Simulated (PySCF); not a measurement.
C₅H₇F₃Se.
InChI=1S/C5H7F3Se/c1-2-4(9)3-5(6,7)8/h2-3H2,1H3

Torsions of this conformer, `[CH3:1][CH2:2][C:3](=[Se:4])[CH2:5][C:6]([F:7])([F:8])[F:9]`: C1–C2–C3–Se4 3°, C2–C3–C5–C6 86°, C3–C5–C6–F7 60°.

The closed-shell ground state was solved at several levels (PySCF, density fitting, gas phase). Isolated species at its PBE0-D3(BJ)/def2-SVP geometry (one conformer only). Relativistic effects, spin–orbit coupling among them, are left out although an element past zinc is present.

```
                       level  basis functions  HOMO (eV)  LUMO (eV)  gap (eV)  dipole (D)
           mPW1PW91/pcSseg-1              212      -6.40      -2.60      3.80        2.55
B3LYP/pcJ-1 (pcSseg-1 on Se)              327      -6.08      -2.72      3.36        2.48
               PBE0/pcSseg-1              212      -6.37      -2.57      3.80        2.54
```

Task: Estimate the row for wB97X-D/def2-SVPD, a basis of 266 functions; the other rows only guide the guess.

Result: HOMO -8.24 eV, LUMO -0.90 eV, gap 7.34 eV, dipole 2.69 D.

Task: Over all these levels, which gives the widest orbital gap and which the narrowest?

Result: wB97X-D/def2-SVPD (range-separated hybrid) has the widest, 7.34 eV, and B3LYP/pcJ-1 (pcSseg-1 on Se) (global hybrid, 20 % exact exchange) the narrowest, 3.36 eV. Functional and basis both differ between the two, so the spread mixes both effects.

Task: How far do the dipole and the HOMO energy spread over the levels?

Result: The dipole runs from 2.48 to 2.69 D (mean 2.56 D) and the HOMO from -8.24 to -6.08 eV.
